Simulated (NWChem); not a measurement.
System: vinylidene fluoride (C2H2F2); SMILES C=C(F)F

All runs: NWChem. Pople sets run with spherical d functions. Geometry: optimised at PBE0/def2-SVP.

Q: Order these by “orbital gap (eV)”, lowest first: B3LYP/def2-SVP; B3LYP/6-311++G**; B3LYP/def2-SVPD; B3LYP/STO-3G; B3LYP/aug-cc-pVTZ.

A: B3LYP/aug-cc-pVTZ (7.25), B3LYP/6-311++G** (7.46), B3LYP/def2-SVPD (7.61), B3LYP/def2-SVP (7.82), B3LYP/STO-3G (8.08)
